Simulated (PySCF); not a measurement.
## [C5H4O3]+: g tensor and hyperfine couplings

C₅H₄O₃ (charge +1 and doublet state).
Cartesian coordinates in Å at the PBE0-D3(BJ)/def2-SVP level; atoms count from 1:
```
atom  x, y, z in Å
O1     1.861   -0.085   -1.947
C2     1.631   -0.142   -0.776
O3     2.472   -0.287    0.228
C4     0.234   -0.032   -0.254
C5    -0.305    0.038    1.055
C6    -1.669    0.162    0.895
C7    -1.892    0.164   -0.506
O8    -0.747    0.047   -1.167
H9     3.383   -0.348   -0.109
H10    0.279   -0.004    1.975
H11   -2.441    0.244    1.661
H12   -2.802    0.241   -1.106
```

The hyperfine couplings belong to this conformer and change with its torsions.

The species is `O=C(O)[C+]1[CH]C=CO1` [radical] (charge +1).

Level of theory: PySCF, UKS B3LYP, IGLO-III on C O, pcH-1 on H, non-relativistic, mean-field spin-orbit, GIAO. The structure is a single PBE0-D3(BJ)/def2-SVP conformer in the gas phase; no vibrational or solvent corrections. Stability of the SCF solution: not tested.

* g1, g2, g3: 2.00213, 2.00253, 2.00508
* g_iso: 2.00325
* Form of g: close to axial: the two nearest values differ by 13 % of g3 − g1
* ⟨S²⟩: 0.7623 (exact 0.7500)
* HOMO–LUMO gap, α and β orbitals: 5.44, 2.20 eV

Hyperfine couplings atom by atom, in MHz; T1 to T3 are the principal values of the dipolar part:

| atom | isotope | a_iso | T1 | T2 | T3 | Mulliken spin population |
| --- | --- | --- | --- | --- | --- | --- |
| O1 | 17O | -5.5 | -31.1 | 15.4 | 15.8 | 0.10 |
| C2 | 13C | -23.0 | -7.4 | 2.5 | 4.8 | -0.07 |
| O3 | 17O | 4.1 | -0.8 | -0.4 | 1.3 | 0.00 |
| C4 | 13C | 47.8 | -44.4 | -42.8 | 87.2 | 0.53 |
| C5 | 13C | -9.4 | -4.6 | -2.8 | 7.4 | 0.01 |
| C6 | 13C | -4.9 | -8.4 | -6.4 | 14.9 | 0.07 |
| C7 | 13C | 41.8 | -42.2 | -40.4 | 82.7 | 0.49 |
| O8 | 17O | 4.6 | -5.2 | -4.8 | 9.9 | -0.09 |
| H9 | 1H | -2.0 | -1.4 | -1.0 | 2.4 | 0.00 |
| H10 | 1H | -5.5 | -4.9 | -3.1 | 8.0 | 0.00 |
| H11 | 1H | -8.7 | -6.3 | -3.0 | 9.3 | -0.01 |
| H12 | 1H | -38.8 | -19.3 | -3.2 | 22.5 | -0.03 |

Largest spin populations (Mulliken): C4 (+0.53), C7 (+0.49), O1 (+0.10) and O8 (-0.09). The positive populations add up to 1.20 and the negative ones to -0.20, together 2S = 1. The angles at C4 add up to 360.0°, so it is planar.

C5, the radical centre as drawn in `O=C(O)[C+]1[CH]C=CO1`, holds a spin population of +0.01 out of 1.

Axes: g3 points within 7° of the O1–C2 bond.

Under fast tumbling the dipolar parts average out, and these isotropic splittings remain: 1 × 1H (H12, I = 1/2, 2 lines) with 1.39 mT, 1 × 1H (H11, I = 1/2, 2 lines) with 0.31 mT, 1 × 1H (H10, I = 1/2, 2 lines) with 0.20 mT and 1 × 1H (H9, I = 1/2, 2 lines) with 0.07 mT.

The 17O coupling of O1 (-5.5 MHz) shows only in satellite lines or after enrichment, since that isotope makes up about 0.038 % of natural oxygen.

The 13C coupling of C4 (47.8 MHz) shows only in satellite lines or after enrichment, since that isotope makes up about 1.07 % of natural carbon.
